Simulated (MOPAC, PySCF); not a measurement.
C2H5N, SMILES `C=CN`, neutral singlet in the gas phase. 

Cartesian coordinates (Å):
SMILES: C(=C)N
```xyz
8

C     -1.0725    -0.1824     0.5039
C     -0.1361     0.2706    -0.3306
N      1.2380     0.1678    -0.1670
H     -0.8229    -0.7433     1.3967
H     -2.1158     0.0180     0.3146
H     -0.4231     0.8322    -1.2134
H      1.7819     0.1484    -1.0142
H      1.5504    -0.5115     0.5101
```
Charge 0, multiplicity 1.

All levels are single points at this geometry (B3LYP-D3(BJ)/def2-TZVP); Pople sets use spherical d functions. Orbital energies aren't observables, and empty levels follow the basis.

PM6 in MOPAC gives gap (eV) = 10.14.

### Question
Estimate the gap (eV) from each of these levels: B3LYP-D3(BJ)/def2-TZVP in PySCF; B3LYP/6-31G* in PySCF; PBE/6-31G* in PySCF; SVWN5/6-31G* in PySCF; HF/3-21G in PySCF; AM1 in MOPAC; PM3 in MOPAC; PM7 in MOPAC.

### Answer

| level | gap (eV) |
|---|---|
| B3LYP-D3(BJ)/def2-TZVP in PySCF | 6.50 |
| B3LYP/6-31G* in PySCF | 6.88 |
| PBE/6-31G* in PySCF | 5.09 |
| SVWN5/6-31G* in PySCF | 5.03 |
| HF/3-21G in PySCF | 14.26 |
| AM1 in MOPAC | 10.41 |
| PM3 in MOPAC | 9.91 |
| PM7 in MOPAC | 10.13 |
